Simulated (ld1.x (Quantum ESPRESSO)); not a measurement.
## What one change does to a pseudopotential (gallium, PAW)

Ga (Z = 31), PAW, made with ld1.x (Quantum ESPRESSO) 7.5 (PBEsol, scalar-relativistic). Core [Ne], reference 3s2 3p6 3d10 4s1 4p0 (charge +2). Waves: 3s (bound): rcut 0.95, rcutus 1.05 bohr; 4s (bound): rcut 0.95, rcutus 1.05 bohr; 3p (bound): rcut 1.20, rcutus 1.45 bohr; 4p (bound, empty): rcut 1.20, rcutus 1.45 bohr; 3d (bound): rcut 0.75, rcutus 0.95 bohr; 3d channel at -2.5 Ry: rcut 0.75, rcutus 0.95 bohr. Local part: all-electron potential smoothed inside 1.00 bohr (lloc = -1). Core correction: Bessel-smoothed model core inside 0.80 bohr. Augmentation charge: BESSEL, radius 0.75 bohr.

Change: augmentation BESSEL, radius 0.65 bohr.

Cutoffs: the cutoffs (Ry, on a coarse ladder) from which the occupation-weighted sum of valence levels, in a spherical-Bessel basis at the reference potential, stays within 10 and 1 mRy of its value at 400 Ry; they do not see the model core or the augmentation charge, which bear on the density cutoff. Errors are all-electron minus pseudo energies relative to the spin-unpolarised reference configuration.

Question: How do hardness, ghosts and transferability respond?

Answer: The potential gets neither clearly harder nor softer (180 Ry and 300 Ry → 180 Ry and 300 Ry); of the 7 tests that both files solve, the error grows in 2 and shrinks in 0 by more than 15 % and 0.3 meV (median size 2.5 → 3.1 meV); neither file shows a bound ghost.

| quantity | base | changed |
| --- | --- | --- |
| cutoff, loose | 180 Ry | 180 Ry |
| cutoff, tight | 300 Ry | 300 Ry |
| bound ghosts | none | none |
| error for 3s2 3p6 3d10 4s2 4p1, meV [ΔE -26.82 eV] | +3.2 | +3.1 |
| error for 3s2 3p6 3d10 4s2 4p0, meV [ΔE -21.14 eV] | +2.1 | +1.9 |
| error for 3s2 3p6 3d10 4s0 4p0, meV [ΔE 31.12 eV] | -3.2 | -3.2 |
| error for 3s2 3p6 3d10 4s1 4p2, meV [ΔE -20.26 eV] | +3.0 | +3.2 |
| error for 3s2 3p6 3d9 4s2 4p1, meV [ΔE 0.90 eV] | -2.5 | -3.5 |
| error for 3s2 3p6 3d10 4s1 4p1, meV [ΔE -13.73 eV] | +1.9 | +1.9 |
| error for 3s2 3p6 3d9 4s2 4p2, meV [ΔE -6.49 eV] | -2.1 | -2.9 |
| s: phases at 1.60 bohr within 0.05 rad from the reference energy up to (Ry; the scan ends near 5) | to the end of the scan | to the end of the scan |
| p: phases at 1.60 bohr within 0.05 rad from the reference energy up to (Ry; the scan ends near 5) | to the end of the scan | to the end of the scan |
| d: phases at 1.60 bohr within 0.05 rad from the reference energy up to (Ry; the scan ends near 5) | to the end of the scan | to the end of the scan |
| lowest overlap eigenvalue by channel | s 0.05, p 0.74, d 0.89 | s 0.05, p 0.74, d 0.89 |
